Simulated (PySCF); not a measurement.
Compound: C3H6GeOSi.
Bonds: O1–C2 (double), C2–Si3, Si3–C4, C4–C5 (triple), C5–Ge6. Hydrogens: H7 on C2; H8, H9 on Si3; H10, H11, H12 on Ge6.

Method: PBE0-D3(BJ)/def2-SVP geometry optimisation, gas phase in PySCF 2.14.0; density fitting, grid level 1; the optimiser is geomeTRIC in internal coordinates, started from a GFN2-xTB structure with every atom displaced at random (about 0.01 Å).

Step 0: E = -69618.8458 eV
```
atom  x, y, z in Å  |  force x, y, z in eV/Å
O1     -3.4719    1.4416   -0.4240   -2.228   1.769  -1.688
C2     -2.6835    0.8090    0.1684    1.784  -1.433   1.361
Si3    -1.8016   -0.7258   -0.5685    1.779   0.605   0.877
C4      0.0430   -0.4211   -0.2138   -6.704  -1.336  -1.362
C5      1.1801   -0.2216    0.0033    5.375   1.038   1.055
Ge6     3.0114    0.1167    0.3659   -0.555  -0.348   0.079
H7     -2.4101    1.0954    1.2159    0.173  -0.007   0.353
H8     -2.0232   -0.8099   -1.9988   -0.189  -0.170  -0.693
H9     -2.2398   -1.8873    0.2175   -0.134  -0.458   0.067
H10     3.1713    1.5142    0.8510    0.056   0.874   0.273
H11     3.4660   -0.8415    1.4298    0.186  -0.416   0.447
H12     3.7979   -0.0979   -0.8793    0.458  -0.119  -0.769
```

Problem. Estimate the geometry and energy of step 1. (The exact step hangs on the optimiser's Hessian estimate; all steps are aligned on step 0, rigid shifts and turns removed.)

Solution. E = -69619.1280 eV, largest force 0.807 eV/Å
```
atom  x, y, z in Å  |  force x, y, z in eV/Å
O1     -3.5469    1.4400   -0.4258    0.467  -0.322   0.301
C2     -2.6725    0.8634    0.1817   -0.386   0.316  -0.250
Si3    -1.7755   -0.6845   -0.5453    0.344  -0.476  -0.029
C4      0.0349   -0.6269   -0.1994    0.348   0.678   0.019
C5      1.2070   -0.3177    0.0219   -0.684  -0.417  -0.098
Ge6     3.0259    0.1049    0.3751    0.230   0.181   0.017
H7     -2.3798    1.1976    1.2155    0.003   0.037  -0.001
H8     -2.0380   -0.7940   -2.0076    0.000   0.077   0.031
H9     -2.2938   -1.8993    0.1526   -0.163   0.041   0.012
H10     3.0643    1.5722    0.8685    0.036  -0.208  -0.062
H11     3.5758   -0.8419    1.4630   -0.077   0.082  -0.115
H12     3.8384   -0.0421   -0.9328   -0.117   0.010   0.176
```

The energy changes by -0.2822 eV. The first-order estimate −F·Δx gives -0.7471 eV and the mean of the old and new forces, exact on a quadratic surface, -0.2794 eV. The step makes an angle of 78° with the force vector and moves no atom by more than 0.206 Å.

The cost below is that of the whole optimisation. The run took 3.1 min wall on Arm Neoverse V1, one thread, shared host, and the process peaked at 0.57 GiB of memory.
